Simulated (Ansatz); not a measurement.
Problem. Predict a relaxed structure of SnH3(NEt2) (C₄H₁₃NSn), charge 0, singlet, at PBE-D4/def2-SVP (Ansatz).

Solution. 
```xyz
19

C    -0.9224   -0.0428    0.8853
C    -0.1077   -0.6032    2.0612
C     0.8475    0.7462   -0.6646
C     0.4648    2.2290   -0.7609
N    -0.2992   -0.1288   -0.4310
Sn   -0.3064   -1.9773   -1.3650
H    -1.9211   -2.5632   -1.1776
H     0.1085   -1.6468   -3.0090
H     0.8206   -3.1354   -0.7102
H    -1.9045   -0.5647    0.8402
H    -1.1728    1.0235    1.0949
H     0.0895   -1.6891    1.9335
H     0.8742   -0.0961    2.1602
H    -0.6480   -0.4699    3.0215
H     1.6509    0.6279    0.1089
H     1.3211    0.4467   -1.6255
H    -0.3003    2.3817   -1.5489
H     0.0514    2.6167    0.1925
H     1.3539    2.8456   -1.0054
```
 This is one stationary point.

In the def2 sets Sn takes a core potential; there is no spin–orbit coupling. Another isomer (singlet) lies 0.63 eV lower at PBE0-D4/def2-TZVP; other spin states weren't run for this one.
